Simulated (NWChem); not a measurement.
**Basis-set convergence for sulfur difluoride (F2S)**

SMILES: FSF
```xyz
3

F      1.2400     0.0000    -0.4940
S      0.0000     0.0000     0.5558
F     -1.2400     0.0000    -0.4940
```
Charge 0, spin multiplicity 1.

Everything below was run with NWChem. The geometry was optimised at B3LYP/def2-SVP, a minimum by its harmonic frequencies.

Quantity: vertical ionisation energy at the level ΔMP2 (Δ: difference of total energies, the cation a doublet at the parent's geometry with its hole in an orbital of symmetry b2 (C2v labels); it is the state that the SCF runs reached, from PBE0 orbitals for Hartree-Fock references, and need not be the lowest).

The correlated methods keep 7 core orbitals frozen. The Pople sets run with spherical d functions. No SCF solution was tested for a lower state. Open-shell Hartree-Fock references start from PBE0 orbitals; any time given for them includes that run.

The cost column gives rough processor time relative to STO-3G; each entry includes its own SCF.

```tsv
basis	functions	vertical ionisation energy (eV)	relative cost
STO-3G	19	6.41	1
3-21G	31	9.79	under 3
cc-pVDZ	46	10.02	6
6-31G*	46	(withheld)	under 3
def2-SVP	46	10.16	under 3
6-311G**	62	10.15	3
aug-pcseg-1	73	10.25	5
cc-pVTZ	94	(withheld)	20
def2-TZVPP	104	(withheld)	9
def2-QZVP	184	10.46	70
```

Question: Some entries are withheld; supply them.

Answer: 
- 6-31G*, vertical ionisation energy (eV): 9.86
- cc-pVTZ, vertical ionisation energy (eV): 10.28
- def2-TZVPP, vertical ionisation energy (eV): 10.32
